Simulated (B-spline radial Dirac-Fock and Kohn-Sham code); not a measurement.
## K-line shifts caused by a second vacancy in Mn³⁺

System: Mn³⁺ in the configuration [Ar] 3d4, inside a Watson sphere of charge -3 and radius 2 Å (a model of the Madelung potential; inside it an electron's potential energy is raised by 21.6 eV).

Method: Dirac-Fock ΔSCF + Breit + QED. Computed with a radial atomic solver. Each two-hole energy is an average over J within one jj subconfiguration, not an observable level; in light atoms, where LS coupling holds, the j-resolved values are not observed lines, and for a K spectator the Kα1 hypersatellite is nearly forbidden. The model has no electron correlation.

Lines without a spectator: Kα2 (K-L2) 5886.1 eV, Kα1 (K-L3) 5896.3 eV, Kβ3 (K-M2) 6489.4 eV, Kβ1 (K-M3) 6490.7 eV. Shifts in eV with one spectator hole (a dash: not computed, or left out as unreliable):

```tsv
spectator hole	Kα2	Kα1	Kβ3	Kβ1
K (1s)	+261.1	+262.9	+326.4	+326.7
L2 (2p1/2)	+23.58	+28.91	–	+67.6
L3 (2p3/2)	+27.10	+25.90	+65.7	–
M2 (3p1/2)	–	+2.09	+5.82	+7.34
M3 (3p3/2)	+1.93	–	+7.03	+6.61
```

With n spectator holes in 2p, averaged over the 2p shell (energies in eV):

```tsv
n	KαLⁿ	step	hypersatellite KαʰLⁿ
0	5892.9	–	6155.2
1	5919.8	+26.9	6183.3
2	5947.8	+28.0	6212.6
3	5977.0	+29.2	6243.0
4	6007.5	+30.4	6274.7
5	6039.1	+31.6	6307.6
```
